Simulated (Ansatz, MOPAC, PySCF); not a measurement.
Dimer: SiH4 (SMILES [SiH4]) (first 5 atoms) with H2Se (SMILES [SeH2]); geometry from B3LYP-D3(BJ)/def2-TZVP, rigid monomers moved along the line of their centres of mass till Si1···Se6 is 3.50 Å.
(charge 0, multiplicity 1):
```xyz
8

Si     0.19509    -0.00971     0.03557
H     -0.61412    -1.17604     0.45011
H     -0.44402     1.23783     0.51023
H      0.27287     0.02524    -1.44510
H      1.56163    -0.11595     0.59033
Se    -0.07327     0.02115     3.52542
H      0.34611     1.42313     3.38312
H     -1.46740     0.37302     3.21888
```

Interaction energies are E(AB) − E(A) − E(B) at the monomers' geometry in the complex; basis-set methods are counterpoise corrected. Rows marked so take none.

Cores are frozen in the correlated methods. Filled d and f shells under p-block atoms count as core. CBS: X⁻³ extrapolation of the correlation energy, Hartree–Fock from the larger set. Rows in 3-21G, 6-31G*, LANL2DZ carry no dispersion term and start afresh at each structure (6-31G* with six Cartesian d functions); the Pople sets are all-electron and without relativity. MP2/6-31G* freezes PySCF's default core, which leaves 3d correlated. LANL2DZ brings its own core potentials from Na on. The state reached by AM1, PM3, PM7 isn't checked; PM7 holds dispersion and hydrogen-bond terms.

Run with Ansatz (an electronic-structure program) with Gaussian orbitals; MOPAC for AM1, PM3, PM7 (differences of heats of formation); PySCF for 3-21G rows, 6-31G* rows, LANL2DZ rows, the dispersion terms. Values without a source in brackets are computed.

Other levels give for the interaction energy: PBE/def2-TZVPPD 22.8; B3LYP/def2-TZVPPD 88.9; B3LYP-D3(BJ)/def2-TZVPPD -25.8; wB97M-V/def2-TZVPPD -25.0; CCSD(T)/CBS(def2-SVPD, def2-TZVPPD) 4.0 meV.

Problem. What do these common cheap choices give for the same quantity: AM1, PM3, PM7, HF/3-21G (no counterpoise), HF/6-31G* (no counterpoise), B3LYP/3-21G (no counterpoise), B3LYP/LANL2DZ (no counterpoise), MP2/6-31G* (no counterpoise)?

Solution. AM1 -5.7; PM3 -33.7; PM7 -153.9; HF/3-21G (no counterpoise) 66.9; HF/6-31G* (no counterpoise) 128.9; B3LYP/3-21G (no counterpoise) 15.8; B3LYP/LANL2DZ (no counterpoise) 105.3; MP2/6-31G* (no counterpoise) 53.6 meV. They span -153.9 to 128.9 meV.
